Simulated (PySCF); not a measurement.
AgCl, SMILES [Cl][Ag], multiplicity 1.

The structure is a stationary point at PBE0-D3(BJ)/def2-TZVPD. The spin state was assumed, not searched. The def2 effective core potentials stand for the cores of Ag; spin–orbit coupling is left out.

Calculation: PySCF with TDA-M06-2X/def2-TZVPD.

Vertical excitations; the highest root listed may be one member of a degenerate set. Isolated molecule, no solvent. State labels are in the subgroup C2v.

Q: Estimate the UV-visible absorptions. (An estimate is asked for; the answer gives what the named calculation found.)

A: 
```json
[
 {"state": "S1", "symmetry": "B2", "energy (eV)": "3.50", "λ (nm)": "354", "f": "0.014", "main pairs": "HOMO→LUMO (degenerate set)"},
 {"state": "S2", "symmetry": "B1", "energy (eV)": "3.50", "λ (nm)": "354", "f": "0.014", "main pairs": "HOMO−1→LUMO (degenerate set)"},
 {"state": "S3", "symmetry": "A1", "energy (eV)": "4.00", "λ (nm)": "310", "f": "0.067", "main pairs": "HOMO−2→LUMO 87 %"},
 {"state": "S4", "symmetry": "A1", "energy (eV)": "5.50", "λ (nm)": "225", "f": "0.000", "main pairs": "HOMO−3→LUMO (degenerate set)"},
 {"state": "S5", "symmetry": "A2", "energy (eV)": "5.50", "λ (nm)": "225", "f": "0.000", "main pairs": "HOMO−4→LUMO (degenerate set)"},
 {"state": "S6", "symmetry": "B1", "energy (eV)": "5.92", "λ (nm)": "209", "f": "0.002", "main pairs": "HOMO−6→LUMO (degenerate set)"},
 {"state": "S7", "symmetry": "B2", "energy (eV)": "5.92", "λ (nm)": "209", "f": "0.002", "main pairs": "HOMO−5→LUMO (degenerate set)"},
 {"state": "S8", "symmetry": "A2", "energy (eV)": "6.40", "λ (nm)": "194", "f": "0.000", "main pairs": "HOMO→LUMO+1 48 %, HOMO−1→LUMO+2 48 %"},
 {"state": "S9", "symmetry": "A1", "energy (eV)": "6.43", "λ (nm)": "193", "f": "0.000", "main pairs": "HOMO−1→LUMO+1, HOMO→LUMO+2 (degenerate set)"},
 {"state": "S10", "symmetry": "A2", "energy (eV)": "6.43", "λ (nm)": "193", "f": "0.000", "main pairs": "HOMO−1→LUMO+2, HOMO→LUMO+1 (degenerate set)"},
 {"state": "T1", "symmetry": "A1", "energy (eV)": "3.13", "λ (nm)": "396", "f": "0", "main pairs": "HOMO−2→LUMO 90 %"},
 {"state": "T2", "symmetry": "B1", "energy (eV)": "3.24", "λ (nm)": "383", "f": "0", "main pairs": "HOMO−1→LUMO (degenerate set)"},
 {"state": "T3", "symmetry": "B2", "energy (eV)": "3.24", "λ (nm)": "383", "f": "0", "main pairs": "HOMO→LUMO (degenerate set)"},
 {"state": "T4", "symmetry": "A1", "energy (eV)": "5.05", "λ (nm)": "245", "f": "0", "main pairs": "HOMO−3→LUMO 94 %"}
]
```
Triplets are in the Tamm–Dancoff approximation.
